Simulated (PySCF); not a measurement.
Molecule: `FC(F)=C(F)[SiH](P)P`, C$_{2}$H$_{5}$F$_{3}$P$_{2}$Si.

Bonds (- single, = double, # triple, : aromatic): F1-C2, C2-F3, C2=C4, C4-F5, C4-Si6, Si6-P7, Si6-P8. Si6 carries H9; P7 carries H10, H11; P8 carries H12, H13.

Frames of a GFN2-xTB Langevin trajectory at 300 K; GIAO PBE0/pcSseg-1 shieldings in PySCF 2.14, gas phase, non-relativistic; equivalent atoms averaged within each frame.

δ = σ(ref) − σ, references computed at the same level: ¹⁹F (σref 170.95) against CFCl3; ¹³C (σref 186.93), ²⁹Si (σref 349.16), ¹H (σref 31.72) vs TMS; H3PO4 for ³¹P (σref 318.38). The references are static minima.

Task: How do the shifts (ppm) fluctuate along the trajectory?

Result: 
```tsv
time (fs)	F3	F1	F5	C2	C4	Si6	P7/P8	H9	H10/H11/H12/H13
250	-93.0	-122.9	-210.0	168.5	134.3	-24.1	-268.3	5.55	1.57
425	-87.3	-105.9	-211.2	165.1	131.6	-28.1	-268.6	5.41	1.57
625	-69.0	-93.7	-205.2	166.3	134.9	-31.0	-246.7	5.01	2.52
800	-67.2	-121.6	-213.4	177.3	138.7	-25.6	-285.3	5.59	1.88
1000	-66.2	-103.9	-203.7	175.6	142.5	-35.6	-277.5	5.55	1.44
mean of frames	-76.5	-109.6	-208.7	170.6	136.4	-28.9	-269.3	5.42	1.80
standard deviation	12.6	12.5	4.1	5.6	4.3	4.6	14.4	0.24	0.44
```

5 frames give an uncertainty of the mean of about the standard deviation over 2.2 at best, since frames this close in time may not be independent; classical motion lacks zero-point vibration, and the reference would need the same averaging.
